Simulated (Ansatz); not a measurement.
A made-up structure of C2H2Ga, doublet:

C1  (1.177, -1.559, 1.866)
C2  (0.580, -0.775, 0.923)
Ga3  (-0.355, 0.470, -0.563)
H4  (-1.727, -0.194, -1.412)
H5  (0.326, 2.058, -0.814)
(Å)

It is relaxed with PBE-D4/def2-SVP and then PBE0-D4/def2-TZVP (Ansatz 0.2.0). Atoms count as bonded within 1.22 times the sum of their covalent radii (H–H: 0.88 Å). The end point is not checked to be a true minimum.

Q: Does its bonding change? (A judgement: the text doesn't fix the answer.)

A: Computed: No: no bond forms or breaks.

Where it ends: The first stage lowers the energy by 1.03 eV in 9 steps. It ends as C₂H₂Ga ([C][C][GaH2]):
C1  (1.048, -1.395, 1.666)
C2  (0.520, -0.690, 0.825)
Ga3  (-0.316, 0.421, -0.502)
H4  (-1.541, -0.175, -1.259)
H5  (0.289, 1.838, -0.729)
(Å)

Labels in which every atom is bracketed show which atoms are joined, not bond orders.

For scale, one of the runs: PBE0-D4/def2-TZVP relaxation, 122 basis functions, launched by `ansatz run in.yaml --threads 2 --pin off --events-out ev --progress --plain --max-ram 4352MiB`. Hardware: 2 CPU threads of an Arm Neoverse V1, shared host. Wall time about 69 s.
